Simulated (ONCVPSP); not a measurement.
# zirconium: excitation energies, all-electron against ONCV

ONCVPSP 4.0.1 input, shortened (lines: element, Z, core and valence counts, functional; n l f; lmax; l rc ep ncon nbas qcut; lloc lpopt rc5 dvloc0; l nproj debl; icmod fcfact rcfact), PBEsol, scalar-relativistic:

```
  Zr 40.00    6    4  -116133      upf
    1    0    2.00
    2    0    2.00
    2    1    6.00
    3    0    2.00
    3    1    6.00
    3    2   10.00
    4    0    2.00
    4    1    6.00
    4    2    2.50
    5    0    1.50
    2
    0    1.65    0.00    4    8    6.00
    1    1.75    0.00    4    7    8.20
    2    2.65    0.00    3    8    6.70
    4    3    1.30    1.00
    0    2    1.00
    1    2    2.60
    2    2    4.00
    0    0.00    0.00
```

Energies are relative to the spin-unpolarised reference configuration 4s2 4p6 4d2.5 5s1.5; without spin polarisation the order of configurations can differ from experiment.

| valence configuration | charge | ΔE all-electron (eV) | error AE − PS (meV) |
| --- | --- | --- | --- |
| 4s2 4p6 4d2 5s2 | 0 | -0.521 | +1.6 |
| 4s2 4p6 4d2 5s1 | +1 | 6.650 | +0.1 |

Task: What are ΔE and the potential's error for 4s2 4p6 4d2 5s1.5?

Result: ΔE = 2.375 eV all-electron; the error (AE − PS) is +0.9 meV.

Task: What are ΔE and the potential's error for 4s2 4p6 4d2 5s0?

Result: ΔE = 19.560 eV all-electron; the error (AE − PS) is -2.9 meV.

Levels in the configuration 4s2 4p6 4d2 5s1.5:

```csv
level,all-electron (eV),pseudo (eV)
4s,-57.650,-57.637
4p,-35.628,-35.621
4d,-6.682,-6.680
5s,-7.148,-7.148
```
